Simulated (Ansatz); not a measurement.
Cost and result for the atomization energy of C3H11BSi (`C[SiH2]B(C)C`) (16 atoms, 15 bonds).

Cartesian coordinates in Å:
```
C -2.2978 0.1820 0.9388
Si -0.8663 -0.9488 0.4839
B 0.7545 -0.0122 -0.3022
C 2.0946 -0.8035 -0.4342
C 0.6669 1.4684 -0.7932
H -3.1463 -0.3845 1.3282
H -1.9954 0.9028 1.7027
H -2.6393 0.7441 0.0659
H -1.3387 -1.9532 -0.5221
H -0.4621 -1.7421 1.6863
H 2.6267 -0.6011 0.5104
H 2.7505 -0.4417 -1.2319
H 2.0015 -1.8898 -0.4962
H 1.6334 1.9689 -0.9037
H 0.2342 1.4049 -1.8056
H -0.0165 2.1058 -0.2270
```

The species carries charge 0 and has multiplicity 1. The geometry is a stationary point of PBE0-D4/def2-TZVP. It is one conformer, not always the lowest. Program: Ansatz. All runs use 4 threads of an Arm Neoverse V2 on a shared host. Times are those of one run each, without the atoms' runs, and a repeat can differ threefold. Electronic energies, without spin–orbit coupling; frozen cores. CCSD(T)/CBS adds CCSD(T) − MP2 in def2-TZVPP to the MP2 limit, and its time is that of the two runs behind it. T1 = 0.011. B3LYP takes the VWN-RPA correlation (the form of Gaussian; ORCA's B3LYP/G).

CCSD(T)/CBS is a level of theory with its own doubt, some kJ/mol a heavy atom from the limit and from the frozen cores, so smaller differences don't rank the functionals.

| level | functions | wall time |
| --- | --- | --- |
| PBE-D4/def2-TZVPP (with forces) | 320 | 3 s |
| PBE0-D4/def2-TZVPP | 320 | 3.5 s |
| r2SCAN-D4/def2-TZVPP (with forces) | 320 | 5.5 s |
| B3LYP-D4/def2-TZVPP (with forces) | 320 | 6 s |
| B2PLYP/def2-TZVPP | 320 | 7 s |
| ωB97X-V/def2-TZVPP | 320 | 9 s |
| ωB97M-V/def2-TZVPP (with forces) | 320 | 14 s |
| MP2/def2-QZVPP | 628 | 34 s |
| CCSD(T)/def2-TZVPP | 320 | 16 min |
| CCSD(T)/CBS(def2) | – | 16 min |

Task: What atomization energy does each give, and how far from CCSD(T)/CBS? (Estimate.)

Result: Ansatz gave: 
```csv
level,atomization (kcal/mol),difference from CCSD(T)/CBS,per bond
PBE-D4/def2-TZVPP (with forces),1420.1,16.4,1.1
PBE0-D4/def2-TZVPP,1411.3,7.6,0.5
r2SCAN-D4/def2-TZVPP (with forces),1412.2,8.5,0.6
B3LYP-D4/def2-TZVPP (with forces),1409.9,6.2,0.4
B2PLYP/def2-TZVPP,1393.0,-10.7,-0.7
ωB97X-V/def2-TZVPP,1410.3,6.6,0.4
ωB97M-V/def2-TZVPP (with forces),1410.3,6.6,0.4
MP2/def2-QZVPP,1397.0,-6.7,-0.4
CCSD(T)/def2-TZVPP,1375.3,-28.4,-1.9
CCSD(T)/CBS(def2),1403.7,0.0,0.0
```

The D4 term adds +11.6 kcal/mol with B3LYP and +6.2 kcal/mol with PBE0; it sums over pairs of atoms, weighted by their polarisabilities, and B3LYP, whose exchange is more repulsive, gets the larger term. In def2-TZVPP, CCSD(T) changes the Hartree–Fock value by +286.7 kcal/mol (the triples alone add +13.4 kcal/mol) and MP2 by +291.8 kcal/mol; breaking electron pairs costs correlation energy, which Hartree–Fock lacks. From PBE to PBE0 (25 % exact exchange), in def2-TZVPP and without D4, the atomization energy moves by −7.8 kcal/mol: exact exchange takes away binding that semilocal exchange gives to molecules.
